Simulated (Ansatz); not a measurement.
Reaction (substitution at a C–S bond): `CCC[S][AlH2]` + `CCS` → `CCCSCC` + `[AlH2][SH]`

Isolated molecules relaxed with PBE0-D4/def2-TZVP in Ansatz; ΔE leaves out vibrations. CCSD(T)/CBS adds triple-zeta CCSD(T) − MP2 to the extrapolated MP2 energy (def2 sets, frozen cores). This one scheme is used for every species. Functionals use def2-TZVPP. One conformer a species, not always the lowest.

```json
{"level": "PBE-D4", "ΔE (eV)": "-0.11"}
{"level": "ωB97X-V", "ΔE (eV)": "-0.14"}
```

Q: What does CCSD(T)/CBS give? (Estimate.)

A: Computed: -0.13 eV. The listed levels differ from it by 0.02, -0.01 eV.

Largest T1 diagnostic among the species: 0.011.

In def2-TZVPP, CCSD(T) changes the Hartree–Fock value by −0.04 eV (the triples alone add −0.00 eV) and MP2 by −0.05 eV.
